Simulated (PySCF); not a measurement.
B(H)(I)(OMe) (CH4BIO), SMILES COBI.

Geometry optimised at PBE0-D3(BJ)/def2-SVP. The def2 effective core potentials stand for the cores of I; spin–orbit coupling is left out. Other conformers were not sampled.

The numbers are results of PBE/def2-TZVP (PySCF), not measurements.

Isolated molecule, no solvent.

```
Quantity                                                                                                         Value
---------------------------------------------------------------------------------------------  -----------------------
total energy                                                                                        -438.21608 hartree
point group                                                                                                         Cs
highest occupied level                                                                                        -6.22 eV
lowest empty level                                                                                            -1.64 eV
orbital gap                                                                                                    4.58 eV
dipole moment                                                                                                   2.82 D
quadrupole, principal values (traceless, Buckingham form, about the centre of nuclear charge)  -6.84, -4.17, 11.01 D·Å
mean static polarisability                                                                        66.1 bohr³ (9.80 Å³)
polarisability, principal values                                                                49.3, 55.5, 93.6 bohr³
```
